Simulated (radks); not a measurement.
Lu1.75+, configuration [Xe] 4f14 6s(up 1, down 0.25) (fractional occupations, a model configuration). Method: scalar-relativistic Kohn-Sham, BLYP, spin-polarised, spherical densities, finite nucleus; Fermi nuclear charge, rms radius 5.37 fm; computed with a radial shooting solver on a logarithmic mesh with Libxc functionals.

Local quantities along the radius. ELF = 1/(1 + alpha^2) is the electron localisation function; alpha = (tau - tau_W)/tau_unif compares the Pauli kinetic energy density with that of the uniform gas (summed over spins); s = |grad rho|/(2 (3 pi^2)^(1/3) rho^(4/3)) is the reduced gradient; r v_xc is r times the local exchange-correlation potential of spin up (hartree bohr). tau is taken from the large components.

| r (bohr) | ELF | alpha | s | r v_xc |
|---|---|---|---|---|
| 0.001763 | 0.999 | 0.02692 | 0.6803 | -0.1703 |
| 0.00237 | 0.999 | 0.03058 | 0.6226 | -0.2021 |
| 0.003212 | 0.999 | 0.03686 | 0.5868 | -0.2429 |
| 0.004353 | 0.998 | 0.04771 | 0.5726 | -0.2917 |
| 0.005899 | 0.995 | 0.06765 | 0.5793 | -0.3471 |
| 0.007995 | 0.989 | 0.1076 | 0.6076 | -0.4054 |
| 0.01083 | 0.963 | 0.1966 | 0.6569 | -0.4602 |
| 0.01468 | 0.855 | 0.4125 | 0.7127 | -0.5035 |
| 0.0199 | 0.555 | 0.8962 | 0.7090 | -0.5324 |
| 0.02676 | 0.335 | 1.408 | 0.5341 | -0.5608 |
| 0.03626 | 0.441 | 1.126 | 0.3096 | -0.6542 |
| 0.04914 | 0.694 | 0.6638 | 0.3052 | -0.8051 |
| 0.0666 | 0.714 | 0.6323 | 0.4311 | -0.8949 |
| 0.09027 | 0.432 | 1.147 | 0.4705 | -0.9015 |
| 0.1223 | 0.401 | 1.223 | 0.2440 | -0.9783 |
| 0.1658 | 0.699 | 0.6556 | 0.2798 | -1.189 |
| 0.2247 | 0.605 | 0.8075 | 0.5133 | -1.180 |
| 0.3021 | 0.253 | 1.717 | 0.3571 | -1.062 |
| 0.4094 | 0.614 | 0.7922 | 0.1843 | -1.339 |
| 0.5549 | 0.681 | 0.6839 | 0.4162 | -1.403 |
| 0.752 | 0.411 | 1.196 | 0.5810 | -1.232 |
| 1.019 | 0.406 | 1.208 | 0.5233 | -1.143 |
| 1.381 | 0.562 | 0.8830 | 0.7130 | -1.067 |
| 1.872 | 0.333 | 1.414 | 1.174 | -0.8677 |
| 2.537 | 0.134 | 2.543 | 1.372 | -0.7209 |
| 3.411 | 0.473 | 1.055 | 1.594 | -0.6350 |
| 4.623 | 0.923 | 0.2879 | 3.374 | -0.4762 |
| 6.265 | 0.979 | 0.1465 | 9.998 | -0.3008 |
| 8.491 | 0.956 | 0.2146 | 44.45 | -0.1764 |

On this mesh the ELF has minima near r = 0.027, 0.11, 0.30, 0.88, 2.5 bohr, which separate the shells, and maxima near 0.057 (0.74), 0.19 (0.72), 0.48 (0.71), 1.4 (0.56), 6.3 (0.98).
